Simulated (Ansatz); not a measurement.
Abridged output of a molecular run in Ansatz:

```
Functional definition: HF
1935 factors; integrals over basis functions are off by at most 9.8e-4 eV
mean field evaluation 1: about -129330.4621 eV, gradient 3.7e1 eV
mean field evaluation 2: about -129330.7968 eV, gradient 3.7e1 eV
mean field evaluation 4: about -129334.7337 eV, gradient 5.6e0 eV
mean field evaluation 8: about -129334.8555 eV, gradient 5.0e-1 eV
mean field evaluation 16: about -129334.8565 eV, gradient 1.7e-6 eV
mean field -129334.85653947 eV, -4752.9683115111 hartree, gradient 1.7e-6 eV, S^2 0.000000; 0 other end points of the search recorded, 0 dependent functions left out; unrestricted orbitals would lower it
26 core orbitals not correlated: weight in the atoms' cores, before any rotation towards them, 1.000 or more for the frozen orbitals, at most 0.000 for the correlated occupied ones
reference -129334.85653947 eV, -4752.9683115111 hartree; 26, 26 occupied and 263, 263 virtual orbitals, 1935 factors
second order -31.02389275 eV of doubles, -0.00000000 eV of singles
cycle   1  -30.57039776 eV  change    4.5e-1 eV  update   1.7e-1
cycle   2  -31.63651583 eV  change    -1.1e0 eV  update   5.6e-2
cycle   3  -31.88111265 eV  change   -2.4e-1 eV  update   3.2e-2
cycle   4  -31.84508737 eV  change    3.6e-2 eV  update   1.0e-2
cycle   5  -31.84043671 eV  change    4.7e-3 eV  update   5.5e-3
cycle   6  -31.84290670 eV  change   -2.5e-3 eV  update   2.0e-3
cycle   7  -31.84257273 eV  change    3.3e-4 eV  update   9.8e-4
cycle   8  -31.84252918 eV  change    4.4e-5 eV  update   4.1e-4
cycle   9  -31.84289592 eV  change   -3.7e-4 eV  update   1.8e-4
cycle  10  -31.84294709 eV  change   -5.1e-5 eV  update   6.7e-5
cycle  11  -31.84286576 eV  change    8.1e-5 eV  update   3.0e-5
cycle  12  -31.84290501 eV  change   -3.9e-5 eV  update   1.3e-5
perturbative correction -1.50358562 eV, -0.0552557525 hartree
Total energy: -129368.20303011 eV, -4754.1937724389 hartree
```

Its atoms:

```xyz
12

B     1.350   -0.092   -0.167
Si   -0.193    0.723   -1.178
C    -1.692    0.283   -0.073
Se   -3.340    0.773   -0.508
O    -1.445   -0.408    1.036
Ga    0.253   -0.907    1.473
H     1.132   -1.354   -0.034
H     2.498   -0.063   -0.492
H    -0.101    2.200   -1.300
H    -0.393    0.129   -2.524
H     0.548   -1.705    2.753
H     1.383    0.419    1.014
```

Question: Which basis set was used?
A. def2-TZVPPD
B. cc-pV(Q+d)Z
C. def2-QZVPP
D. def2-TZVPP

Answer: D. It gives 315 functions.

Question: Write the keys of the input that set method, charge and spin (a neutral closed shell needs none for the last two).

Answer: 
```yaml
correlation: {method: ccsd_t}
```
